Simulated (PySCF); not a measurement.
C$_{3}$H$_{10}$BO$_{3}$, charge +1, singlet, at a GFN2-xTB geometry. Base run: WB97X/STO-3G in PySCF.

PySCF was given this input:
```python
from pyscf import gto, scf, dft

mol = gto.M(
    atom='''
C     0.156834    2.534257   -0.347859
O    -0.537084    1.317305   -0.096185
B    -0.124838    0.080010    0.000554
O    -0.802504   -1.025435    0.180717
C    -2.222883   -1.163896    0.268448
O     1.380329   -0.199755   -0.135851
C     1.905510   -1.529007    0.093276
H     0.844608    2.428267   -1.187666
H     0.694947    2.851687    0.547406
H    -0.598752    3.279958   -0.591039
H    -2.715287   -0.194729    0.222363
H    -2.446431   -1.658715    1.212787
H    -2.547655   -1.791822   -0.560504
H     1.948700    0.470369    0.276337
H     2.911386   -1.573423   -0.321513
H     1.914593   -1.770253    1.155556
H     1.255388   -2.226431   -0.429140
''',
    basis='sto-3g',
    charge=1,
    spin=0,
    verbose=4,
)

mf = dft.RKS(mol)
mf.xc = 'wb97x'
mf.kernel()
```

Variants of this job, named by their change:

| change | ΔE vs base (mEh) | grid points | electrons on the grid |
|---|---|---|---|
| base | 0.000 | 196728 | 56.00002 |
| grids.prune = dft.gen_grid.sg1_prune | -0.121 | 87672 | 55.99995 |
| grids.level = 0 | -54.718 | 13808 | 56.00918 |
| grids.level = 2 | -0.003 | 132176 | 56.00003 |
| grids.radi_method = delley | 0.005 | 211672 | 56.00002 |
| grids.atom_grid = (75, 302) | 0.000 | 247032 | 56.00002 |
| grids.prune = off | -0.001 | 309552 | 56.00002 |
| small_rho_cutoff = 0 | 0.000 | 196728 | 56.00002 |
| grids.atom_grid = (30, 110) | -0.758 | 41856 | 56.00020 |
| grids.becke_scheme = stratmann | 0.000 | 196728 | 56.00002 |
| grids.atom_grid = (99, 590) | 0.012 | 550584 | 56.00000 |
